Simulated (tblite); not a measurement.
Species: C6H12FNSi.
Geometry (GFN2-xTB, Å), atoms numbered from 1 in this order:
```xyz
21
C6H12FNSi angstrom
C     -1.9660   -0.7446   -0.9734
C     -1.3574   -0.2506    0.3343
C     -2.2464    0.8256    0.9554
C      0.0537    0.3051    0.1162
Si     1.3008   -0.9161   -0.6189
C      3.0474   -0.0772   -0.4360
F      3.3209    0.0608    0.9177
C      3.0624    1.2007   -1.0845
N      3.0108    2.2107   -1.6199
H     -1.9694    0.0519   -1.7140
H     -1.3993   -1.5828   -1.3715
H     -2.9919   -1.0698   -0.8157
H     -1.2970   -1.0954    1.0292
H     -3.2458    0.4383    1.1402
H     -1.8331    1.1691    1.9009
H     -2.3279    1.6799    0.2864
H      0.4364    0.6632    1.0770
H     -0.0126    1.1855   -0.5308
H      1.4093   -2.1654    0.1377
H      1.1545   -1.1667   -2.0560
H      3.8416   -0.7053   -0.8518
```

Computed values, GFN2-xTB/tblite, gas phase, harmonic and unscaled. This tight-binding method is rough: wavenumbers can miss measured ones by several per cent, in bad cases by 10 to 20. Modes of hydrogen on silicon can be 10 to 20 % off. One conformer, not necessarily the lowest.

Harmonic wavenumbers (cm⁻¹): 28.0, 35.3, 71.4, 85.7, 129.5, 179.7, 213.0, 224.2, 240.9, 279.6, 332.9, 393.3, 432.6, 444.4, 471.0, 567.2, 598.6, 633.3, 726.8, 753.5, 774.6, 782.9, 890.2, 950.0, 972.6, 984.2, 991.8, 1046.1, 1052.6, 1094.5, 1135.7, 1184.3, 1217.6, 1249.7, 1257.2, 1334.3, 1336.2, 1410.7, 1423.6, 1452.1, 1495.9, 1499.2, 1504.7, 1510.6, 2255.1, 2270.7, 2390.4, 2924.7, 2928.6, 2942.2, 2955.2, 3028.3, 3030.3, 3033.9, 3036.4, 3039.8, 3041.1.

A = 2167, B = 650.4, C = 626.0 MHz; mass 145.072 u (most abundant isotopes); point group C1, symmetry number 1.

**Question.** Zero-point energy?

**Answer.** Half the sum of the wavenumbers: 36134 cm⁻¹ = 432.27 kJ/mol.

**Question.** What is S at 298.15 K and 1 bar for an ideal gas of classical rigid rotors and harmonic oscillators?

**Answer.** Translation 170.93, rotation 126.68, vibration 167.32: S = 464.9 J/(mol K).

**Question.** And Cp and H(298.15 K) − H(0)?

**Answer.** Cp = 187.66 J/(mol K), of which vibrations give 154.40 (their classical limit is 57 R = 473.9); H(298.15 K) − H(0) = 34.51 kJ/mol without the zero-point energy, 24.60 from vibrations.

**Question.** What must be added to the electronic energy to get the Gibbs energy at 298.15 K and 1 bar?

**Answer.** ZPE + [H(298.15 K) − H(0)] − T·S = 432.27 + 34.51 − 138.62 = 328.16 kJ/mol.

**Question.** Which modes carry the vibrational entropy at 298.15 K?

**Answer.** 28.0 cm⁻¹: 24.96; 35.3 cm⁻¹: 23.04; 71.4 cm⁻¹: 17.21; 85.7 cm⁻¹: 15.71; 129.5 cm⁻¹: 12.36; 179.7 cm⁻¹: 9.76 J/(mol K); the other 51 give 64.28 together.

**Question.** How do the functions run with temperature in this model?

**Answer.** 
```tsv
T (K)	S (J/(mol K))	Cp (J/(mol K))	H − H(0) (kJ/mol)	G − H(0) (kJ/mol)	ln q(vib)
100	319.4	93.9	6.47	-25.48	3.21
200	399.7	142.2	18.32	-61.61	6.85
300	466.1	188.5	34.86	-104.97	10.26
500	582.2	269.1	81.02	-210.10	16.68
800	727.5	348.4	174.65	-407.32	25.49
1000	809.2	383.5	248.02	-561.16	30.86
```

q(vib) and H(0) count from the zero-point level.

**Question.** Blend soft modes into free rotors: weight 1/[1 + (100 cm⁻¹/ν̃)⁴] for the oscillator and the rest for a rotor with moment μB/(μ + B), μ = h/(8π²ν), B = 10⁻⁴⁴ kg m². What vibrational entropy results?

**Answer.** 147.59 J/(mol K) in place of 167.32, which changes −T·S at 298.15 K by +5.88 kJ/mol.

Hindered rotation and anharmonicity are outside this model. Other conformers, if any are populated, would add a mixing term that is left out. The structure is chiral; the term R ln 2 for an equal mix with its mirror image is left out.

The run took 0.97 s of wall time on one thread, Arm Neoverse V1 (aarch64), shared host. The figure is for the frequency step alone.
